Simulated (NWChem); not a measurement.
System: InH2O2F; SMILES [OH][In]([OH])[F]

```xyz
6

In     0.0000     0.0000    -0.0390
F      0.0000     0.0000     1.9245
O     -1.7648     0.0000    -0.9293
H     -2.4702     0.0000    -0.2699
O      1.7648     0.0000    -0.9293
H      2.4702     0.0000    -0.2699
```
Atoms are numbered in this order, from 1.

Program: NWChem. Structure relaxed at the PBE0/def2-SVP level. def2 effective core potentials on In; no spin-orbit coupling. Level B3LYP/def2-SVP: energy and gradient on several grids; changes count from the extra-fine grid, which is no exact limit either.

Which is the coarsest grid (coarse; fine; xcoarse; xfine; medium) from which on the energy stays within 100 μHa and each gradient component within 200 μHa/bohr of xfine?

medium.
```
grid     size of the energy change (μHa)  largest change of a gradient component (μHa/bohr)
-------  -------------------------------  -------------------------------------------------
xcoarse                             5000                                               6000
coarse                               100                                                700
medium                              < 10                                                 70
fine                                < 10                                               < 30
xfine                               < 10                                               < 30
```
